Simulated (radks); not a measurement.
The numbers below are computed, except where a source is named.
Problem. Species: Ho XXXIV. Configuration: [Ar] 3d10 4s2 4p4. Level of theory: scalar-relativistic Kohn-Sham, exchange-only LDA, spin-polarised, spherical densities, point nucleus; open shells are filled with parallel spins first (spin-orbit coupling, left out, can overturn this in heavy ions) (a radial shooting solver on a logarithmic mesh with Libxc functionals). Some entries of the table are withheld. Estimate them.

orbital  occ.  eigenvalue (eV)  <r> (bohr)  <r^2> (bohr^2)
1s up       1        -56763.74     0.02075       0.0005888
1s down     1        -56761.99     0.02075       0.0005888
2s up       1        -10581.23     0.08806        0.009159
2s down     1        -10580.12     0.08806        0.009159
2p up       3        -9528.615     0.07799        0.007425
2p down     3        -9527.111     0.07800        0.007425
3s up       1        -3323.158      0.2274         0.05901
3s down     1        -3321.371      0.2273         0.05896
3p up       3        -3001.012      0.2256         0.05889
3p down     3        -2999.062      0.2255         0.05883
3d up       5        -2600.772      0.2038         0.04852
3d down     5        -2598.977      0.2036         0.04845
4s up       1        -1511.993      0.4645          0.2422
4s down     1        -1504.582      0.4644          0.2422
4p up       3        -1392.091      0.4762          0.2562
4p down     1        -1384.715      0.4763          0.2564
4d up       0              (1)      0.4761          0.2588
4d down     0              (2)      0.4761          0.2590
5s up       0        -859.7614      0.7948          0.7058
5s down     0        -856.1985      0.7970          0.7096

Solution. 
(1) 4d up eigenvalue (eV): -1238.400
(2) 4d down eigenvalue (eV): -1231.316
